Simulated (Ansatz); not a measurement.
Saddle point of ZnH$_{4}$O$_{2}$, singlet (ZnH₂O ([OH][ZnH]) + H₂O → ZnH₂O₂ ([OH][Zn][OH]) + H₂; bonds formed: H2–H4; dative contacts that become bonds: Zn1–O5; bonds broken: Zn1–H2, H4–O5), PBE0-D4/def2-TZVP structure:

Zn1  (0.202, -0.374, -0.028)
H2  (-0.553, 0.681, -1.345)
O3  (0.715, -2.051, 0.307)
H4  (-0.480, 1.259, -0.542)
O5  (0.014, 1.440, 0.643)
H6  (0.619, -2.650, -0.436)
H7  (-0.519, 1.695, 1.401)
(Å)

Energies are electronic, without zero-point energy. Barriers and step energies count from the start structure reached by relaxing down the imaginary mode; all methods use the PBE0-D4 structures, on which another method's saddle can fall below an end. Program: Ansatz 0.2.0. Basis: def2-TZVPP, with def2-QZVPP for the basis limit. Cores are frozen in the correlated methods. The 3s and 3p shells of Cu and Zn are frozen; filled d shells are correlated. B3LYP uses VWN-RPA correlation. Extrapolation: Hartree–Fock as exp(−7.88 √X), correlation as X^−2.97.

```csv
method,barrier (kJ/mol),step energy (kJ/mol)
SPW92,124.8,64.4
PBE-D4,128.9,41.7
BLYP-D4,135.5,34.0
r2SCAN-D4,137.8,44.1
B97M-V,148.6,51.6
PBE0-D4,140.9,50.0
B3LYP-D4,145.0,42.6
r2SCAN0-D4,?,51.3
BHLYP-D4,158.0,51.1
CAM-B3LYP-D4,149.5,48.1
wB97X-V,148.2,44.3
wB97M-V,151.8,50.2
B2PLYP,145.0,38.3
PBE-QIDH,145.9,46.8
RPA on PBE,?,36.4
HF,177.1,50.7
MP2,?,33.3
CCSD,153.7,44.0
CCSD(T),147.8,41.9
```

(1) Fill in the withheld barriers. (Judge from chemistry; the value comes from the calculation.)

The T1 diagnostic stays at or below 0.017.

## Answers

(1) The calculation gives: MP2 144.3; RPA on PBE 144.7; r2SCAN0-D4 146.4 kJ/mol. Each is the energy of the saddle less that of the start structure, by the same method.

For comparison, the barrier by CCSD(T) at an estimated basis limit (MP2 extrapolated from triple and quadruple zeta, plus CCSD(T) − MP2 in triple zeta) is 144.4 kJ/mol.

The step is the kind of ligand exchange by which a precursor binds to a hydroxyl group, or is hydrolysed, in atomic layer deposition of oxides.

Labels in which every atom is bracketed show which atoms are joined, not bond orders.

For scale, one of the runs: CCSD(T)/def2-TZVPP, 182 basis functions, launched by `ansatz run in.yaml --threads 4 --pin off --events-out ev --progress --plain --max-ram 9574MiB`. The run took 31 s on 4 CPU threads of an Arm Neoverse V2 (shared host), with 1.9 GiB of host memory at its peak.
